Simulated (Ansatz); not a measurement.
System: C3H9Ge, charge -1, multiplicity 1. It need not be the lowest isomer of its formula. Whether it binds its extra electron was not tested at this geometry. 
Geometry from a B3LYP-D3(BJ)/def2-TZVP (Ansatz, an electronic-structure program) optimisation:
```xyz
13

C      1.8303    -0.3858    -0.5510
Ge     0.1637     0.0496     0.2142
C     -1.0486     1.5578    -0.4512
C     -1.1146    -1.4966     0.1399
H      2.5824     0.3932    -0.3822
H      1.7467    -0.5937    -1.6250
H      0.2811     0.4143     1.7448
H     -1.3100     1.3808    -1.4990
H     -1.9741     1.6387     0.1310
H     -0.5151     2.5104    -0.3940
H     -0.6793    -2.3627     0.6411
H     -2.0741    -1.2558     0.6059
H     -1.2971    -1.7662    -0.9043
```
Charge -1, spin multiplicity 1.

Basis-set convergence of Hartree-Fock and CCSD correlation energies (hartree) with Ansatz. Cores are frozen in the correlated levels unless marked. No spin-orbit coupling. The frozen core is the preceding noble-gas configuration, with the filled d and f shells of earlier blocks. Non-relativistic.

```
basis        functions        E(HF)  E(corr, CCSD)
-----------  ---------  -----------  -------------
aug-cc-pVDZ        186  -2194.12626       -0.64667
aug-cc-pVTZ        404  -2194.23219       -0.74502
aug-cc-pVQZ        747  -2194.24245       -0.77152
```

Extrapolating the two largest sets (X = 3 and 4) as X^-3: E(corr) = (64·(-0.77152) - 27·(-0.74502))/37 = -0.7909 Eh, an estimate of the basis-set limit. The largest set recovers 97.6 % of it, the smallest 81.8 %.
